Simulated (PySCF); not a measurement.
**Li (lithium, neutral) across methods**

[He] 2s1, 2S determinant. Calculation: PySCF 2.14, in dyall-av3z (15s9p3d, 57 functions); the non-relativistic Hamiltonian (point nucleus).

| method | E (hartree) | mean ε 1s α (eV) | mean ε 1s β (eV) | mean ε 2s α (eV) | Σ⟨r²⟩ (bohr²) | ⟨S²⟩ |
| --- | --- | --- | --- | --- | --- | --- |
| r2SCAN | -7.4798 | -53.315 | -53.147 | -3.258 | 18.06 | 0.750 |
| UHF | -7.43275 | -67.666 | -67.177 | -5.343 | 18.63 | 0.750 |
| LDA | -7.3439 | -51.018 | -50.808 | -3.165 | 18.30 | 0.750 |
| B3LYP | -7.4929 | -55.352 | -55.096 | -3.650 | 17.81 | 0.750 |
| PBE0 | -7.4672 | -55.874 | -55.590 | -3.831 | 17.96 | 0.750 |
| LC-wPBE | -7.4718 | -57.597 | -57.410 | -5.603 | 17.84 | 0.750 |
| M06 | -7.4884 | -56.335 | -56.131 | -3.543 | 18.93 | 0.750 |

Q: Estimate the same row for PBE.

A: E (hartree) = -7.4621; mean ε 1s α (eV) = -51.732; mean ε 1s β (eV) = -51.506; mean ε 2s α (eV) = -3.227; Σ⟨r²⟩ (bohr²) = 17.96; ⟨S²⟩ = 0.750.
